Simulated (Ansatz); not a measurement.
Calculated with Ansatz (gas phase, PBE0-D4/def2-TZVP geometries, no zero-point term in ΔE). CBS: MP2 limit from def2 TZ/QZ plus the TZ coupled-cluster correction, frozen cores. This one scheme is used for every species. Functionals use def2-TZVPP. For Ga outer-core shells are correlated without core-valence functions, which leaves a few kJ/mol of doubt a bond. Scalar relativity is left out up to krypton. Each species was taken in one conformer, which may not be the lowest.

`[SH][Ga]([SH])[SH]` + H–F → `[F][Ga]([SH])[SH]` + H₂S  (ligand exchange at a Ga–S bond)

**Question.** Is it downhill or uphill in electronic energy at CCSD(T)/CBS, and by how much? (Estimate.)

**Answer.** Ansatz gave: Uphill: ΔE = +2.5 kcal/mol.

**Question.** What do these levels give: B97M-V, PBE0-D4, r2SCAN0-D4, ωB97M-V, PBE-QIDH, PBE0, r2SCAN0, CAM-B3LYP, LC-ωPBE, RPA@PBE/def2-TZVPP, HF/def2-SVP, MP2/CBS(def2)? (Estimate.)

**Answer.** Computed: B97M-V -1.3, PBE0-D4 2.7, r2SCAN0-D4 1.4, ωB97M-V 0.1, PBE-QIDH 2.2, PBE0 1.4, r2SCAN0 0.9, CAM-B3LYP -2.8, LC-ωPBE -1.0, RPA@PBE/def2-TZVPP -0.1, HF/def2-SVP -4.8, MP2/CBS(def2) 4.0 kcal/mol.

Largest T1 diagnostic among the species: 0.013.

Leaving LDA and LC-ωPBE aside and taking each functional with its dispersion term where it has one, the values, not all of them listed here, spread over 4.2 kcal/mol, from CAM-B3LYP-D4 to HSE06-D4. LDA lies +1.5 kcal/mol from PBE without D4. The D4 term adds +2.3 kcal/mol with B3LYP and +1.3 kcal/mol with PBE0; it sums over pairs of atoms, weighted by their polarisabilities, and B3LYP, whose exchange is more repulsive, gets the larger term.

B3LYP here is the variant with VWN-RPA as its local correlation; programs differ in this.
